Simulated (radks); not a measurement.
Problem. Ta III, configuration [Kr] 4d10 4f14 5s1.5 5p6 5d3.5 (fractional occupations, a model configuration). All-electron calculation, Dirac Kohn-Sham, PBE, spin-unpolarised, spherical densities, finite nucleus; open shells are shared between the two j in proportion to 2j + 1; Fermi nuclear charge, rms radius 5.3507 fm. Program: a radial shooting solver on a logarithmic mesh with Libxc functionals.

Spin-orbit splittings of the eigenvalues, e(l+1/2) - e(l-1/2), with zeta = 2 splitting/(2l+1) and mean radii in bohr:

shell  occ.  splitting (eV)  zeta (eV)  <r> j=l-1/2  <r> j=l+1/2
2p        6            1270      846.8      0.06487      0.07271
3p        6           273.4      182.3       0.1942       0.2088
3d       10           59.56      23.83       0.1829       0.1874
4p        6           62.94      41.96       0.4645       0.4975
4d       10           11.57      4.626       0.5164       0.5278
4f       14               ?          ?       0.6309       0.6415
5p        6           8.899      5.933        1.212        1.315
5d      3.5          0.7420     0.2968        1.912        1.970
6p        0           1.001     0.6672        3.424        3.656

Estimate the 4f splitting.

Solution. 1.990 eV (zeta = 0.5686 eV).
